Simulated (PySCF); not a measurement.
Compound: HfF₄ (singlet state).
Bonds: Hf1–F2, Hf1–F3, Hf1–F4, Hf1–F5.

A GFN2-xTB structure was refined with PBE0-D3(BJ)/def2-SVP geometry optimisation, gas phase, def2 core potentials past Kr in PySCF. Its GFN2-xTB values:

| coordinate | GFN2-xTB |
| --- | --- |
| Hf1–F2 | 1.820 Å |
| F2–Hf1–F3 | 109.4° |

Q: How do these coordinates change at the PBE0-D3(BJ)/def2-SVP level?

A: 
```tsv
coordinate	PBE0-D3(BJ)/def2-SVP (Å or °)	change
Hf1–F2	1.904	+0.084
F2–Hf1–F3	109.5	+0.1
```

The energy falls by 0.523 eV over 15 energy and gradient evaluations, the largest force component goes from 0.0646 to 2.9e-04 Eh/bohr, and the atoms move by 0.073 Å rms after alignment. The bond that changes most is Hf1–F2 (ends: hafnium bonded to 4 F; fluorine bonded to Hf), which lengthens by 0.084 Å. Bonds longer at the end by more than 0.005 Å: 4 of 4; shorter: 0.

The run used 88 basis functions and 93 SCF cycles in all.

PBE0-D3(BJ)/def2-SVP frequencies: not computed here.
